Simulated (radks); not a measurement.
Problem. The table gives one normalised radial function P(r) = r R(r) (large component) of Tl3+ in [Xe] 4f14 5d10 (r in bohr). All-electron calculation, Dirac Kohn-Sham, BLYP, spin-unpolarised, spherical densities, point nucleus. Program: a radial shooting solver on a logarithmic mesh with Libxc functionals.

r           P
0.003255   0.0707
0.00379    0.0755
0.004377   0.0795
0.005095   0.0829
0.005931   0.0851
0.006905   0.0854
0.007975   0.0836
0.009284   0.0788
0.01081    0.0704
0.01258    0.0578
0.01465    0.0406
0.01692    0.0200
0.01969   -0.0061
0.02293   -0.0354
0.02669   -0.0662
0.03107   -0.0953
0.03588   -0.1175
0.04177   -0.1306
0.04863   -0.1280
0.05661   -0.1057
0.06591   -0.0620
0.07612   -0.0036
0.08861    0.0680
0.1032     0.1353
0.1201     0.1796
0.1398     0.1825
0.1615     0.1367
0.188      0.0399
0.2188    -0.0854
0.2547    -0.2013
0.2966    -0.2636
0.3425    -0.2426
0.3987    -0.1292
0.4642     0.0510
0.5404     0.2422
0.6291     0.3778
0.7265     0.4058
0.8458     0.3081
0.9846     0.0963
1.146     -0.1795
1.324     -0.4410
1.541     -0.6599
1.794     -0.7806
2.089     -0.7901
2.431     -0.7024
2.808     -0.5612
3.269     -0.3911
3.806     -0.2359
4.43      -0.1208
5.158     -0.0517
5.957     -0.0193
6.934     -0.0054
8.073     -0.0012

Which n and l does it have? It may be an empty orbital.

Solution. n = 6, l = 0: the number of nodes gives n - l - 1 = 5, the rise at small r points to l (this Dirac orbital starts as r^gamma with gamma = sqrt((l + 1)^2 - (Z/c)^2) = 0.81; the j = 1/2 orbital of l + 1 starts with the same power, but with a smaller coefficient, and then steepens), and the extent must fit the shell. The curve is that of 6s1/2. 6s1/2 (empty): eigenvalue -35.188 eV, 5 radial nodes at r = 0.0190, 0.0767, 0.198, 0.446, 1.04 bohr, <r> = 2.19 bohr, 90 % of the charge inside 3.14 bohr.
